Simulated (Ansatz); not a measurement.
A nudged elastic band was laid between two geometries of CH5NSSi (9 atoms, charge 0, multiplicity 1).

The calculation used Ansatz 0.2.0, RHF/cc-pVDZ.

```yaml
movable_images: 7
climbing_image: yes
spring: 5.0 eV/Å²
optimiser: quadratic models (default)
start_path: through a guess of the saddle point
force_threshold: 0.05 eV/Å
iteration_limit: 60
end_points: relaxed
```

Initial state:

```xyz
9
Properties=species:S:1:pos:R:3
C -0.072 0.702 -1.056
N 0.313 -0.424 -0.217
Si -0.056 -0.677 1.411
S -1.099 0.479 2.589
H -0.659 0.368 -1.914
H -0.677 1.395 -0.476
H 0.807 1.237 -1.422
H 0.866 -1.117 -0.685
H 0.576 -1.964 1.768
```

Final state:

```xyz
9
Properties=species:S:1:pos:R:3
C -0.041 0.726 -1.040
N 0.451 -0.315 -0.150
Si -0.157 -0.758 1.361
S -1.683 0.015 2.303
H -0.910 1.204 -0.593
H 0.721 1.490 -1.210
H -0.337 0.309 -2.005
H 1.249 -0.811 -0.498
H 0.708 -1.860 1.832
```

Problem. What changes between the two ends?

Solution. No bond is made or broken. The dihedral H7–C1–N2–Si3 goes from 119 to -120°. The two ends are copies of one structure, up to a mirror image or an exchange of like atoms.

Problem. What energy profile does the band end with?

Solution. The run converged. The highest image is number 4 of 0 to 8, 0.064 eV above the ends, which have the same energy within 2 meV. A vibrational analysis at the climbing image gives one clearly imaginary mode, 174i cm⁻¹: a first-order saddle point.

```tsv
image	path coordinate (Å)	energy (eV)	dihedral H7–C1–N2–Si3 (°)
0	0.00	0.000	119
1	0.41	0.008	134
2	0.81	0.029	150
3	1.22	0.052	165
4	1.62	0.064	179
5	2.02	0.054	-167
6	2.43	0.031	-152
7	2.83	0.009	-136
8	3.23	0.000	-120
```

Problem. What is the geometry of the highest image?

Solution. 
```xyz
9
Properties=species:S:1:pos:R:3
C -0.045 0.731 -1.029
N 0.427 -0.350 -0.168
Si -0.144 -0.752 1.369
S -1.571 0.140 2.358
H -1.098 0.605 -1.284
H 0.074 1.702 -0.548
H 0.531 0.735 -1.953
H 1.170 -0.899 -0.555
H 0.656 -1.913 1.811
```

Problem. What are the harmonic wavenumbers there?

Solution. 174i, 148, 237, 413, 436, 631, 681, 832, 979, 1185, 1236, 1240, 1510, 1577, 1588, 1616, 2355, 3193, 3266, 3282, 3823 cm⁻¹.

The run took 2.1 min on 1 thread of Arm Neoverse V1, on a shared host, peak memory 0.17 GiB.
